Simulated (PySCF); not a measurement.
A structure optimised at PBE0-D3(BJ)/def2-SVP, used in a PySCF frequency run:

```xyz
8

Si     0.2903     0.1266     0.4779
N      1.8501    -0.3237    -0.0212
O      0.1103     1.7366     0.1518
Cl    -1.2803    -0.8202    -0.5279
H      0.1331    -0.2492     1.9027
H      2.3003    -1.1489     0.3547
H      2.2095    -0.0668    -0.9330
H     -0.7757     2.0077    -0.1067
```
Charge 0, spin multiplicity 1.

Task: Write its SMILES and formula.

Result: N[SiH](O)Cl, ClH₄NOSi

Task: What are its rotational constants (standard atomic weights)?

Result: 6.5643, 3.2664, 2.4286 GHz
